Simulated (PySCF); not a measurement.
Which determinant of NaBr lies lowest?

Unrestricted PBE0; Na pcseg-1, Br pcseg-1; no relativity (PySCF 2.14). Outer shells of the fragments: Na 3s1; Br 3d10 4s2 4p5.

Followed along the bond (rough minima from three points):

```csv
2Ms+1,unpaired,⟨S²⟩ at the start,R at minimum (Å),Te (eV)
1,none,0.00,2.52,0.00
3,"σ ↑, π ↑",2.00,none in the scan,≤ 3.77
```

Solutions found at the starting distance of 2.690 Å, counted from the lowest of them; the search is not exhaustive and high or unbound solutions are not listed, so other states can lie among these:

```tsv
2Ms+1	unpaired	term	E (eV)	⟨S²⟩	⟨Lz²⟩	μ (D)
1	none	¹Σ⁺	0.00	0.00	0.00	-9.58
3	σ ↑, π ↑	³Π	3.83	2.00	1.00	2.67
1	σ ↑, π ↓	mixed	3.85	1.00	1.00	2.76
3	σ ↑↑	³Σ⁺	4.20	2.00	0.00	2.41
3	π ↑↑	mixed	6.04	2.00	2.00	0.66
3	π ↑↑	mixed	6.15	2.00	2.00	0.70
3	σ ↑, π ↑	³Π	6.47	2.00	1.00	0.55
```

A term symbol is given only where ⟨S²⟩ and ⟨Lz²⟩ are close to those of a pure state; real π, δ and φ orbitals otherwise mix terms. A positive dipole means Na(−)Br(+).

The measured ground state is X ¹Σ+ (Huber and Herzberg, Constants of Diatomic Molecules (1979)).

Counting both spins, an empty level lies below a filled one in some of these solutions, because spin and occupation are held.
